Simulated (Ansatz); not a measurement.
The cluster Al5Ru2. Total charge 0; doublet. Geometry PBE-D4/def2-SVPD, that of the charge -1 singlet; atoms count from 1.

Cartesian coordinates in Å:
```
Ru 0.3643 0.4111 -0.6617
Ru -0.4604 -0.8265 2.4227
Al 1.0569 -0.7341 -2.5776
Al -0.9267 1.7483 -2.0783
Al 1.4791 -0.9141 1.1082
Al -0.2522 1.3386 1.5473
Al -1.2609 -1.0233 0.2395
```

In the def2 sets Ru takes a core potential; there is no spin–orbit coupling. The charge 0 doublet is spin-contaminated (final ⟨S²⟩ up to 0.89, 0.75 for a pure state). The structure comes from a short search, and lower isomers may exist.

**Question.** Estimate the Mulliken populations from the PBE0/def2-TZVPD orbitals of Ansatz.

**Answer.** 
| atom | charge (e) | spin (α − β) | d electrons |
| --- | --- | --- | --- |
| Ru1 | 0.69 | 0.21 | 7.37 |
| Ru2 | 0.05 | 0.71 | 7.39 |
| Al3 | -0.16 | 0.22 | – |
| Al4 | -0.16 | 0.22 | – |
| Al5 | -0.16 | -0.18 | – |
| Al6 | -0.16 | -0.18 | – |
| Al7 | -0.10 | -0.02 | – |
Mulliken values depend strongly on the basis. With diffuse functions, as here, like atoms can get unlike values, and bond orders can come out too low or too high.

**Question.** Where does the spin sit?

**Answer.** Summed by element: Ru 0.93, Al 0.07, of 1 unpaired in all. Largest on single atoms: Ru2 0.71, Al3 0.22, Al4 0.22.

**Question.** And the Mayer bond orders between heavy atoms (over 0.3)?

**Answer.** Ru1–Al3 0.61 (2.34 Å); Ru1–Al4 0.62 (2.34 Å); Ru1–Al5 0.51 (2.48 Å); Ru1–Al6 0.51 (2.47 Å); Ru1–Al7 1.06 (2.35 Å); Ru2–Al5 1.27 (2.34 Å); Ru2–Al6 1.27 (2.34 Å); Ru2–Al7 1.19 (2.33 Å).
